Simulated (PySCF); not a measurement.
## `[CH3][AlH2-][N+]#CCC#C`, C5H8AlN

Molfile (atoms numbered from 1):
```
C5H8AlN
     RDKit          3D

 15 14  0  0  0  0  0  0  0  0999 V2000
    3.8506    0.3167    1.1016 C   0  0  0  0  0  0  0  0  0  0  0  0
    3.1396   -0.1559    0.2652 C   0  0  0  0  0  0  0  0  0  0  0  0
    2.2665   -0.7296   -0.7488 C   0  0  0  0  0  0  0  0  0  0  0  0
    0.9134   -0.3108   -0.5232 C   0  0  0  0  0  0  0  0  0  0  0  0
   -0.1564    0.0518   -0.3277 N   0  0  0  0  0  0  0  0  0  0  0  0
   -2.0418   -0.4837    0.1178 Al  0  0  0  0  0  4  0  0  0  0  0  0
   -3.2216    1.1163   -0.0552 C   0  0  0  0  0  0  0  0  0  0  0  0
    4.4878    0.7203    1.8308 H   0  0  0  0  0  0  0  0  0  0  0  0
    2.3063   -1.8237   -0.6986 H   0  0  0  0  0  0  0  0  0  0  0  0
    2.5850   -0.4066   -1.7465 H   0  0  0  0  0  0  0  0  0  0  0  0
   -2.0422   -1.5871   -1.0060 H   0  0  0  0  0  0  0  0  0  0  0  0
   -1.6275   -1.0442    1.5241 H   0  0  0  0  0  0  0  0  0  0  0  0
   -2.6978    2.0701   -0.1957 H   0  0  0  0  0  0  0  0  0  0  0  0
   -3.8571    1.2520    0.8292 H   0  0  0  0  0  0  0  0  0  0  0  0
   -3.9090    1.0225   -0.9059 H   0  0  0  0  0  0  0  0  0  0  0  0
  1  2  3  0
  2  3  1  0
  3  4  1  0
  4  5  3  0
  5  6  1  0
  6  7  1  0
  1  8  1  0
  3  9  1  0
  3 10  1  0
  6 11  1  0
  6 12  1  0
  7 13  1  0
  7 14  1  0
  7 15  1  0
M  CHG  2   5   1   6  -1
M  END
```

Level of theory: GIAO BHandHLYP/pcSseg-1 magnetisability, rotational g tensor and spin-rotation constants, non-relativistic, gas phase (PySCF 2.14.0). Geometry: GFN2-xTB.

**Question.** Give the nuclear spin-rotation constants along the inertial axes (H = +C I·J) beside the isotropic shieldings.

**Answer.** Rotational constants 6.3939, 0.7148, 0.6859 GHz. A star marks the isotopologue with that one atom substituted, in its own axes.
| atom | isotope | Caa (kHz) | Cbb (kHz) | Ccc (kHz) | mean (kHz) | σ (ppm) |
| --- | --- | --- | --- | --- | --- | --- |
| N5 | 14N | 0.229 | 0.129 | 0.135 | 0.165 | 11.9 |
| Al6 | 27Al | 3.729 | 0.409 | 0.388 | 1.509 | 429.7 |
| H8 | 1H | -0.442 | -0.030 | -0.076 | -0.183 | 29.9 |
| H9 | 1H | -0.693 | -0.027 | -0.032 | -0.251 | 28.3 |
| H10 | 1H | -0.662 | -0.066 | 0.000 | -0.242 | 28.4 |
| H11 | 1H | -0.429 | 0.020 | -0.052 | -0.154 | 27.8 |
| H12 | 1H | -0.387 | -0.047 | 0.008 | -0.142 | 27.8 |
| H13 | 1H | -0.585 | -0.053 | -0.040 | -0.226 | 32.6 |
| H14 | 1H | -0.464 | -0.048 | -0.055 | -0.189 | 32.4 |
| H15 | 1H | -0.345 | -0.057 | -0.058 | -0.153 | 32.3 |
| C1 | 13C* | 1.438 | 0.118 | 0.223 | 0.593 | 102.8 |
| C2 | 13C* | 1.355 | 0.095 | 0.221 | 0.557 | 114.6 |
| C3 | 13C* | 0.755 | 0.088 | 0.086 | 0.310 | 179.0 |
| C4 | 13C* | 0.389 | 0.297 | 0.314 | 0.333 | 56.5 |
| C7 | 13C* | 0.588 | 0.068 | 0.062 | 0.240 | 201.6 |

For the geometry as given, no vibrational averaging.

**Question.** How do the rotational constants and the g tensor change when H8, H9, H10, H11, H12, H13, H14, H15 are replaced by deuterium?

**Answer.** Constants 4.8521, 0.6348, 0.6066 GHz; g -0.0220, -0.0050, -0.0048, against -0.0289, -0.0058, -0.0056 before.
